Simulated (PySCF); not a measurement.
**A search over the determinants of TiSi**

Unrestricted PBE0; PySCF, no relativity, basis sets Ti def2-TZVPPD, Si def2-TZVPPD. Outer shells of the fragments: Ti 3d2 4s2; Si 3s2 3p2.

Followed along the bond (rough minima from three points):

| 2Ms+1 | unpaired | ⟨S²⟩ at the start | R at minimum (Å) | Te (eV) |
| --- | --- | --- | --- | --- |
| 5 | σ ↑, π ↑↑, δ ↑ | 6.03 | 2.43 | 0.00 |
| 1 | σ ↑, π ↓↓, δ ↑ | 2.23 | 2.48 | 0.21 |
| 1 | π ↓, δ ↑ | 1.99 | 2.47 | 0.24 |
| 3 | π ↑, δ ↑ | 2.78 | 2.43 | 0.28 |
| 3 | σ ↑, π ↑↓, δ ↑ | 3.13 | 2.46 | 0.29 |
| 5 | σ ↑↑, π ↑, δ ↑ | 6.45 | 2.32 | 0.44 |

Solutions found at the starting distance of 2.380 Å, counted from the lowest of them; the search is not exhaustive and high or unbound solutions are not listed, so other states can lie among these:

| 2Ms+1 | unpaired | term | E (eV) | ⟨S²⟩ | ⟨Lz²⟩ | μ (D) |
| --- | --- | --- | --- | --- | --- | --- |
| 5 | σ ↑, π ↑↑, δ ↑ | ⁵Δ | 0.00 | 6.03 | 4.00 | -4.02 |
| 1 | σ ↑, π ↓↓, δ ↑ | mixed | 0.24 | 2.23 | 4.00 | -3.44 |
| 1 | π ↓, δ ↑ | mixed | 0.26 | 1.99 | 3.87 | -3.44 |
| 3 | π ↑, δ ↑ | mixed | 0.28 | 2.78 | 4.65 | -4.15 |
| 3 | σ ↑, π ↑↓, δ ↑ | mixed | 0.31 | 3.13 | 6.03 | -3.85 |
| 5 | σ ↑↑, π ↑, δ ↑ | mixed | 0.44 | 6.45 | 5.43 | -3.98 |
| 7 | σ ↑↑, π ↑↑↑, δ ↑ | mixed | 0.62 | 12.00 | 4.91 | -2.50 |
| 5 | π ↑↑↑, δ ↑ | not assigned | 0.69 | 6.12 | 4.07 | -4.26 |
| 7 | σ ↑↑, π ↑↑, δ ↑↑ | ⁷Σ⁺ | 0.69 | 12.00 | 0.00 | -3.18 |
| 3 | σ ↑, π ↑ | mixed | 0.70 | 2.64 | 1.46 | -3.71 |
| 3 | σ ↑, δ ↑ | mixed | 0.71 | 3.20 | 2.90 | -5.12 |
| 1 | σ ↓, δ ↑ | mixed | 0.80 | 2.25 | 4.00 | -6.31 |
| 5 | π ↑↑, δ ↑↑ | ⁵Σ⁺ | 0.82 | 6.03 | 0.00 | -4.68 |
| 3 | σ ↑, δ ↑ | mixed | 0.94 | 2.40 | 6.00 | -3.76 |

A term symbol is given only where ⟨S²⟩ and ⟨Lz²⟩ are close to those of a pure state; real π, δ and φ orbitals otherwise mix terms. A positive dipole means Ti(−)Si(+).

The state is the lowest single determinant that the PBE0 search found; with open d or f shells the true ground state can be another one.
